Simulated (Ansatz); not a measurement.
The molecule LiO, multiplicity 2 (the spin of the measured ground state).

The constants come from a fifth-degree fit in 1/R (seven points, main isotopes). In def2 and cc sets the state is the lowest found near the PBE0 minimum, followed along R.

The values were computed with Ansatz (Gaussian orbitals). 

Energies at wB97X-V/def2-TZVPP:

| R (Å) | E (hartree) |
|---|---|
| 1.565293 | -82.67564175 |
| 1.607371 | -82.67818418 |
| 1.646083 | -82.67949042 |
| 1.689843 | -82.67997951 |
| 1.733604 | -82.67960395 |
| 1.784098 | -82.67830198 |
| 1.843007 | -82.67585774 |

Task: With a reduced mass of 4.8768 u, find the minimum, the force constant and the constants.

Result: A fifth-degree polynomial in 1/R puts the minimum at r_e = 1.6913 Å with force constant 195 N/m. Then ω_e = (1/2πc)√(k/μ) = 824 cm⁻¹ and B_e = h/(8π²cμr_e²) = 1.208 cm⁻¹; the cubic and quartic terms give α_e = 0.017 and ω_e x_e = 6.7 cm⁻¹.

Ansatz is a first-principles code.
